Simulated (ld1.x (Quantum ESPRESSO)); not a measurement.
# antimony (Sb): one change to a TM potential, before and after

```json
{
 "Element": "antimony",
 "Generator": "ld1.x (Quantum ESPRESSO) 7.5",
 "Type": "norm-conserving Troullier–Martins (Kleinman–Bylander form)",
 "Functional": "PBE",
 "Relativity": "fully relativistic",
 "Frozen core": "[Kr] 4d10",
 "Valence charge": "5",
 "Reference configuration": "5s1.5 5p3.5",
 "Partial waves": "5p (bound): rc 2.55 bohr; 5d channel at -0.1 Ry: rc 2.15 bohr; 5s (bound): rc 1.85 bohr",
 "Local potential": "the s channel",
 "Core correction": "a·sin(br)/r model core inside 1.15 bohr"
}
```

Open shells are filled in proportion to 2j + 1 (rel_dist='average').

Change: wave 5p (bound): rc 2.55 bohr becomes 5p (bound): rc 3.56 bohr.

Cutoffs: the cutoffs (Ry, on a coarse ladder) from which the occupation-weighted sum of valence levels, in a spherical-Bessel basis at the reference potential, stays within 10 and 1 mRy of its value at 400 Ry; they do not see the model core or the augmentation charge, which bear on the density cutoff. Errors are all-electron minus pseudo energies relative to the spin-unpolarised reference configuration.

Question: What does the change do?

Answer: The potential gets neither clearly harder nor softer (21 Ry and 35 Ry → 21 Ry and 35 Ry); both files keep a bound ghost (d); of the 7 tests that both files solve, the error grows in 2 and shrinks in 4 by more than 15 % and 0.3 meV (median size 2.5 → 1.8 meV).

| quantity | base | changed |
| --- | --- | --- |
| cutoff, loose | 21 Ry | 21 Ry |
| cutoff, tight | 35 Ry | 35 Ry |
| loose cutoff by channel (10 mRy a level) | p 8 Ry, s 12 Ry | p 6 Ry, s 12 Ry |
| bound ghosts | d3/2, d5/2 | d3/2, d5/2 |
| error for 5s2 5p3, meV [ΔE -4.02 eV] | -2.4 | +1.8 |
| error for 5s2 5p2, meV [ΔE 4.32 eV] | -1.9 | -3.8 |
| error for 5s2 5p1, meV [ΔE 20.31 eV] | -22 | -62 |
| error for 5s1 5p4, meV [ΔE 4.07 eV] | -2.5 | +1.8 |
| error for 5s2 5p2.5, meV [ΔE -0.75 eV] | -1.4 | +1.4 |
| error for 5s1 5p3, meV [ΔE 13.02 eV] | -9.7 | -3.7 |
| error for 5s2 5p3.3, meV [ΔE -5.18 eV] | -2.8 | +1.7 |

 A true bound ghost makes a file unfit for plane-wave use even where its test errors are small: the radial tests pick states by their node count and pass the ghost by.
